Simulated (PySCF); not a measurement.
**Question.** Write Cartesian coordinates for `F[SiH](F)[C@H]([SiH3])Cl` as optimised with PBE0-D3(BJ)/def2-SVP.

**Answer.** 
```xyz
11
CH5ClF2Si2 angstrom
F      0.9746    0.7645   -1.0320
Si     1.4552   -0.5698   -0.2569
F      2.5095   -1.3112   -1.2247
C     -0.0482   -1.6401    0.0044
Si    -1.5668   -0.7497    0.7204
Cl     0.4610   -2.9420    1.1500
H      2.1302   -0.1926    0.9998
H     -0.3262   -2.1249   -0.9463
H     -2.6013   -1.7668    1.0594
H     -2.0878    0.2083   -0.2979
H     -1.1524   -0.0117    1.9486
```

Any rigid rotation of these coordinates is as good. Atoms count from 1 in this order. Si5 (SiH3 silicon) is tetrahedral (angles from 108.7° to 110.6°). The 2 C–Si bonds span 1.864 Å (Si2–C4, drawn single) to 1.900 Å (C4–Si5, drawn single), a spread of 0.036 Å. Si2 (fluorine-bound silicon) is distorted tetrahedral (angles from 106.6° to 113.4°).

Bonds between heavy atoms (Å): F1–Si2 1.616, Si2–F3 1.612, Si2–C4 1.864, C4–Si5 1.900, C4–Cl6 1.807.

Computed with PBE0-D3(BJ)/def2-SVP geometry optimisation, gas phase in PySCF 2.14.0.

Point group: C1 (no symmetry element, even within 0.4 Å). Stationary, but not proved a minimum. The numbers are those of one conformer (F1–Si2–C4–Si5 -48°).
